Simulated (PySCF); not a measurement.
CH$_{4}$AlBCl (calculated)

Calculation on a computer-drawn molecule: optimised geometry and harmonic frequencies of an isolated molecule of the commonest isotopes, restricted reference for singlets and unrestricted otherwise, frozen core in MP2. Program: PySCF 2.14.0.

## CH$_{4}$AlBCl

Start structure:
```xyz
8
CH4AlBCl
B     -0.8771    -1.5635    -0.6481
Al    -0.7822     0.4035    -0.1887
C     -0.1083     1.4604     1.3385
Cl    -1.6413     1.5623    -1.6216
H     -1.0117    -2.6176    -1.1932
H     -0.9121     2.0031     1.8513
H      0.3793     0.9411     2.0944
H      0.6129     2.1726     1.0425
```

It was run with charge 0, multiplicity 2, method HF and basis cc-pV(D+d)Z.

Drawn bonds:
```tsv
atom	other atom	order
1	2	1
2	3	1
2	4	1
1	5	1
3	6	1
3	7	1
3	8	1
```

Questions
1. Estimate the rotational constants of CH$_{4}$AlBCl.

Calculated values
1. 5.266, 3.161, 2 GHz

Further results for CH$_{4}$AlBCl:

| Quantity | Value |
| --- | --- |
| total energy | -766.3158 hartree |
| spin squared | 0.7588 |
| convergence status largest gradient component | 2.264e-05 hartree/bohr |

Optimised structure:
```xyz
8
CH4AlBCl
B     -0.8593    -1.4726    -0.6560
Al    -0.8517     0.5418    -0.2662
C     -0.1137     1.4035     1.3219
Cl    -1.7482     1.7564    -1.7703
H     -0.8650    -2.6395    -0.8805
H     -0.8949     1.9442     1.8676
H      0.3436     0.6883     2.0125
H      0.6489     2.1399     1.0461
```

Modes:
```tsv
frequency (cm⁻¹)	reduced mass (dalton)
62.11	1.032
151.9	3.433
166.4	3.631
184.6	4.179
234.9	1.229
464.2	9.418
629.2	4.259
668	1.439
682.3	1.267
739.9	3.405
766.9	1.625
1337	1.235
1540	1.052
1543	1.054
2826	1.1
3151	1.035
3226	1.099
3236	1.101
```
